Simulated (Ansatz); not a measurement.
H6OSi2, SMILES `[SiH3]O[SiH3]` (charge 0, multiplicity 1).

All values below come from Ansatz (an electronic-structure program) with frozen-core CCSDTQ/6-31g // B3LYP-D3(BJ)/def2-TZVP.

Ansatz 0.2 input:
```yaml
crystal:
  periodic: [false, false, false]
  atoms:
    - { symbol: Si, position_ang: [-1.542166, 0.09455, -0.325184] }
    - { symbol: O, position_ang: [0.061086, -0.224236, -0.406931] }
    - { symbol: Si, position_ang: [1.551588, -0.129164, 0.262465] }
    - { symbol: H, position_ang: [-2.131117, -0.55911, 0.867466] }
    - { symbol: H, position_ang: [-1.767485, 1.556715, -0.23534] }
    - { symbol: H, position_ang: [-2.183884, -0.432485, -1.548189] }
    - { symbol: H, position_ang: [1.935526, 1.289858, 0.450865] }
    - { symbol: H, position_ang: [1.564321, -0.811756, 1.578021] }
    - { symbol: H, position_ang: [2.512797, -0.787147, -0.647734] }
basis:
  gaussian: { orbitals: "6-31g" }
correlation:
  method: ccsdtq
```

Output:

```
Functional definition: HF
1053 factors; integrals over basis functions are off by at most 8.8e-8 eV
mean field evaluation 1: about -17851.3911 eV, gradient 3.3e1 eV
mean field evaluation 2: about -17851.4005 eV, gradient 3.3e1 eV
mean field evaluation 4: about -17853.6971 eV, gradient 2.0e0 eV
mean field evaluation 8: about -17853.7135 eV, gradient 1.2e-4 eV
mean field evaluation 16: about -17853.7133 eV, gradient 2.7e-1 eV
mean field -17853.71354285 eV, -656.1118710180 hartree, gradient 2.8e-6 eV, S^2 0.000000; 0 other end points of the search recorded, 0 dependent functions left out
11 core orbitals not correlated
reference -17853.71354285 eV, -656.1118710180 hartree; 10, 10 occupied and 26, 26 virtual orbitals, 1053 factors
second order -6.21392560 eV of doubles, -0.00000000 eV of singles
cycle   1  -6.68746289 eV  change   -4.7e-1 eV  update   9.0e-2
cycle   2  -7.07430094 eV  change   -3.9e-1 eV  update   4.0e-2
cycle   3  -7.24820942 eV  change   -1.7e-1 eV  update   2.2e-2
cycle   4  -7.24940624 eV  change   -1.2e-3 eV  update   5.6e-3
cycle   5  -7.25072452 eV  change   -1.3e-3 eV  update   2.8e-3
cycle   6  -7.25238022 eV  change   -1.7e-3 eV  update   1.1e-3
cycle   7  -7.25218803 eV  change    1.9e-4 eV  update   3.6e-4
cycle   8  -7.25200766 eV  change    1.8e-4 eV  update   1.8e-4
cycle   9  -7.25200456 eV  change    3.1e-6 eV  update   4.8e-5
cycle  10  -7.25203229 eV  change   -2.8e-5 eV  update   3.2e-5
cycle  11  -7.25202068 eV  change    1.2e-5 eV  update   1.5e-5
cycle  12  -7.25201961 eV  change    1.1e-6 eV  update   3.9e-6
cycle  13  -7.25201982 eV  change   -2.1e-7 eV  update   2.3e-6
Total energy: -17860.96556267 eV, -656.3783778310 hartree
```
